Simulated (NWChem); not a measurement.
[I][Ti]([I])([I])[I] (TiI4), optimised at PBE-D3(BJ)/def2-SVP with NWChem:

| Property | Result |
|---|---|
| highest occupied level (eV) | -6.64 |
| orbital gap (eV) | 2.26 |
| dipole (D) | 0.00 |

One or both are not confirmed as a minimum by frequencies. def2 effective core potentials on Sn, I; no spin-orbit coupling.

Question: One Ti atom is replaced by Sn, giving [I][Sn]([I])([I])[I] (SnI$_{4}$), optimised at the same level. How do these values move?

Answer: 
| quantity | new value | change |
|---|---|---|
| highest occupied level (eV) | -6.71 | -0.07 |
| orbital gap (eV) | 2.10 | -0.16 |
| dipole (D) | 0.00 | 0.00 |
